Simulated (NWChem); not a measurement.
# C$_{2}$H$_{7}$NSi; SMILES C/C=N\[SiH3]

Computed with NWChem. Geometry: optimised at B3LYP/6-31G* (spherical d).

Problem. Estimate the computed values for PBE0/def2-TZVP. Quantities: highest occupied level (eV); orbital gap (eV); dipole (D).

Solution. 
```yaml
highest occupied level (eV): -6.92
orbital gap (eV): 6.24
dipole (D): 2.20
```
